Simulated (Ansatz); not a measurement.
Born–Oppenheimer molecular dynamics of ClH4NSn (7 atoms, charge 0, multiplicity 1). It starts from a relaxed structure.

Theory: RKS LDA/def2-SVP in Ansatz 0.2.0.

```json
{
  "ensemble": "NVE (velocity Verlet)",
  "time step": "0.5 fs",
  "steps asked": "150",
  "starting velocities drawn for": "1000 K",
  "masses": "H 3.016 u",
  "seed": "796713"
}
```

First frame:

```xyz
7
Properties=species:S:1:pos:R:3
N -0.891 0.419 -0.883
Sn 0.585 0.103 0.454
Cl 0.690 -2.160 1.130
H -1.831 0.222 -0.515
H -0.771 -0.104 -1.761
H 0.209 1.010 1.856
H 2.070 0.443 -0.327
```

Problem. How far do the bonds stretch over the last three quarters of this one trajectory? (Pairs bonded in most of those frames.)

Solution. 
```tsv
bond	mean (Å)	spread (Å)	shortest	longest
N1–Sn2	2.017	0.017	1.99	2.06
N1–H4	1.036	0.029	0.98	1.08
N1–H5	1.033	0.035	0.98	1.10
Sn2–Cl3	2.373	0.067	2.27	2.45
Sn2–H6	1.724	0.012	1.70	1.75
Sn2–H7	1.735	0.103	1.59	1.89
```

Mean temperature of the second half: 439 K. The conserved energy stayed within 0.16 meV per atom of its start (net change 0.029 meV per atom), so the integration is sound. Over the second half the temperature averaged 0.44 of the 1000 K drawn at the start: a run that starts near a minimum puts about half its kinetic energy into the potential. A run of 0.075 ps of so small a system gives no equilibrium averages.

The run took 2.9 min on 1 thread of Arm Neoverse V2 (shared host), peak memory 0.14 GiB.
